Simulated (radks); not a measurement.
Results of a calculation; reference values are marked as such.
Question: Radial electron density D(r) = 4 pi r^2 rho(r) of an atom or ion with 2 electrons. Level of theory: non-relativistic Kohn-Sham, PW91, spin-polarised, spherical densities, point nucleus (a radial shooting solver on a logarithmic mesh with Libxc functionals).

| r (bohr) | D(r) (e/bohr) | spin D(r) |
|---|---|---|
| 0.002888 | 0.6088 | 0.0874 |
| 0.003179 | 0.7278 | 0.105 |
| 0.0035 | 0.8690 | 0.125 |
| 0.003821 | 1.021 | 0.147 |
| 0.004207 | 1.215 | 0.175 |
| 0.00463 | 1.444 | 0.207 |
| 0.005097 | 1.713 | 0.246 |
| 0.005566 | 1.999 | 0.287 |
| 0.006127 | 2.360 | 0.339 |
| 0.006744 | 2.779 | 0.399 |
| 0.007423 | 3.264 | 0.469 |
| 0.008106 | 3.772 | 0.542 |
| 0.008923 | 4.401 | 0.632 |
| 0.009822 | 5.117 | 0.735 |
| 0.01081 | 5.924 | 0.851 |
| 0.01181 | 6.749 | 0.970 |
| 0.013 | 7.742 | 1.11 |
| 0.01431 | 8.834 | 1.27 |
| 0.01575 | 10.02 | 1.44 |
| 0.0172 | 11.18 | 1.61 |
| 0.01893 | 12.51 | 1.80 |
| 0.02083 | 13.89 | 2.00 |
| 0.02293 | 15.29 | 2.20 |
| 0.02504 | 16.55 | 2.39 |
| 0.02757 | 17.87 | 2.58 |
| 0.03035 | 19.07 | 2.76 |
| 0.0334 | 20.09 | 2.91 |
| 0.03648 | 20.83 | 3.02 |
| 0.04015 | 21.35 | 3.11 |
| 0.0442 | 21.53 | 3.15 |
| 0.04865 | 21.32 | 3.14 |
| 0.05312 | 20.76 | 3.09 |
| 0.05848 | 19.77 | 2.97 |
| 0.06437 | 18.38 | 2.82 |
| 0.07085 | 16.67 | 2.62 |
| 0.07737 | 14.89 | 2.42 |
| 0.08517 | 12.80 | 2.19 |
| 0.09375 | 10.68 | 1.97 |
| 0.1032 | 8.653 | 1.76 |
| 0.1127 | 6.952 | 1.60 |
| 0.124 | 5.343 | 1.46 |
| 0.1365 | 4.032 | 1.35 |
| 0.1503 | 3.023 | 1.27 |
| 0.1641 | 2.340 | 1.22 |
| 0.1807 | 1.810 | 1.16 |
| 0.1989 | 1.447 | 1.10 |
| 0.2189 | 1.189 | 1.02 |
| 0.239 | 1.004 | 0.922 |
| 0.2631 | 0.8291 | 0.795 |
| 0.2896 | 0.6662 | 0.654 |
| 0.3188 | 0.5125 | 0.508 |
| 0.3482 | 0.3838 | 0.382 |
| 0.3832 | 0.2630 | 0.263 |
| 0.4218 | 0.1675 | 0.167 |
| 0.4643 | 0.09815 | 0.0981 |
| 0.5071 | 0.05543 | 0.0554 |
| 0.5582 | 0.02692 | 0.0269 |
| 0.6144 | 0.01168 | 0.0117 |
| 0.6763 | 0.004479 | 0.00448 |
| 0.7385 | 0.001654 | 0.00165 |
| 0.8129 | 0.0004847 | 0.000485 |

What is the nuclear charge?

Answer: Z = 23. The innermost maximum, from 1s, lies near 1/Z = 0.0435 bohr (found: 0.0442), and its height grows with Z. The density is that of the vanadium ion V21+ in 1s1.75 2p0.25; the configuration itself is not fixed sharply by these data, and Z only to about a unit. D(r) has 1 maximum, at r = 0.0442 bohr.
